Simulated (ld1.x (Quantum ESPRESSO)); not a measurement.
**Plane-wave convergence, TM potential for Pb**

Pb (Z = 82), norm-conserving Troullier–Martins (Kleinman–Bylander form), made with ld1.x (Quantum ESPRESSO) 7.5 (PBEsol, fully relativistic). Core [Xe] 4f14, reference 5d10 6s2 6p2. Waves: 6s (bound): rc 2.15 bohr; 6p (bound): rc 2.35 bohr; 5d (bound): rc 1.15 bohr; 5f channel at -0.15 Ry: rc 2.10 bohr. Local part: all-electron potential smoothed inside 1.35 bohr (lloc = -1). Core correction: none.

Open shells are filled in proportion to 2j + 1 (rel_dist='average').

The pseudo-atom Hamiltonian at the reference potential is diagonalised in spherical Bessel functions j_l(qr) that vanish at 20 bohr, with q² up to the cutoff. All-electron valence levels (Ry): 6s -0.8850, 6p1/2 -0.3392, 6p3/2 -0.2300, 5d3/2 -1.6634, 5d5/2 -1.4732.

Q: How do the lowest levels (Ry) of each channel move with the cutoff, and are there ghosts?

A:

| cutoff (Ry) | s #1 | s #2 | p1/2 #1 | p1/2 #2 | p3/2 #1 | p3/2 #2 | p3/2 #3 | d3/2 #1 | d5/2 #1 | d5/2 #2 | f5/2 #1 | f5/2 #2 | f7/2 #1 | Σ f·Δε (mRy) |
| --- | --- | --- | --- | --- | --- | --- | --- | --- | --- | --- | --- | --- | --- | --- |
| 8 | -2.9071 | -0.8646 | -0.3337 | 0.0176 | -0.2276 | 0.0255 | 0.1334 | -0.1996 | -0.1923 | 0.0559 | 0.1028 | 0.2239 | 0.1028 | 13588.6 |
| 15 | -8.5868 | -0.8755 | -0.3391 | 0.0175 | -0.8243 | -0.2279 | 0.0255 | -0.7811 | -0.7372 | 0.0502 | 0.1028 | 0.2238 | 0.1028 | 7967.0 |
| 25 | -12.9421 | -0.8833 | -2.4010 | -0.3389 | -3.9793 | -0.2299 | 0.0255 | -1.3939 | -1.2718 | 0.0480 | 0.1028 | 0.2238 | 0.1028 | 2290.0 |
| 40 | -14.6273 | -0.8847 | -4.3183 | -0.3392 | -5.4991 | -0.2300 | 0.0255 | -1.6475 | -1.4641 | 0.0474 | 0.1028 | 0.2238 | 0.1028 | 118.8 |
| 50 | -14.8339 | -0.8849 | -4.7256 | -0.3392 | -5.8388 | -0.2300 | 0.0255 | -1.6603 | -1.4712 | 0.0473 | 0.1028 | 0.2238 | 0.1028 | 24.7 |
| 70 | -14.9199 | -0.8850 | -4.9196 | -0.3392 | -6.0049 | -0.2300 | 0.0254 | -1.6612 | -1.4719 | 0.0473 | 0.1028 | 0.2238 | 0.1028 | 16.8 |
| 100 | -14.9321 | -0.8850 | -4.9502 | -0.3392 | -6.0283 | -0.2300 | 0.0254 | -1.6631 | -1.4732 | 0.0473 | 0.1028 | 0.2238 | 0.1028 | 1.3 |
| 140 | -14.9325 | -0.8850 | -4.9513 | -0.3392 | -6.0293 | -0.2300 | 0.0254 | -1.6633 | -1.4732 | 0.0473 | 0.1028 | 0.2238 | 0.1028 | 0.3 |
| 400 | -14.9326 | -0.8850 | -4.9514 | -0.3392 | -6.0293 | -0.2300 | 0.0254 | -1.6633 | -1.4733 | 0.0473 | 0.1028 | 0.2238 | 0.1028 | 0.0 |

Result: ghost states, extra bound levels that the all-electron valence spectrum of the same l lacks: s at -203.2 eV, p3/2 at -82.0 eV, p1/2 at -67.4 eV (a true bound ghost makes a file unfit for plane-wave use); 10 mRy is reached at 90 Ry and 1 mRy at 110 Ry.

1 of 7 tests not solved or not reliable.
